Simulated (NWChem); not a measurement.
Species: C$_{5}$H$_{5}$N; SMILES C#CC(N)C#C

```xyz
11

C      0.9541    -2.2379    -0.1521
C      0.3301    -1.2341     0.1036
C     -0.4245    -0.0096     0.4078
N     -1.7296    -0.0392    -0.2378
C      0.3854     1.1866     0.0963
C      0.9960     2.1982    -0.1689
H      1.5067    -3.1314    -0.3769
H     -0.5999    -0.0061     1.5004
H     -1.6049    -0.0344    -1.2491
H     -2.2369     0.8123    -0.0030
H      1.5491     3.0887    -0.4049
```
Atoms are numbered in this order, from 1.

All runs: NWChem. Pople sets run with spherical d functions. STO-3G and 3-21G are far too small for this property and stand as cheap habits. Coordinates come from a PBE0/def2-SVP optimisation. B3LYP is NWChem's, with the RPA form of VWN correlation. Field at 589 nm.

Q: Order these by “isotropic polarisability (bohr³)”, lowest first: B3LYP/STO-3G; B3LYP/def2-SVP; B3LYP/6-31G*.

A: B3LYP/STO-3G (29.2), B3LYP/6-31G* (51.7), B3LYP/def2-SVP (54.9)
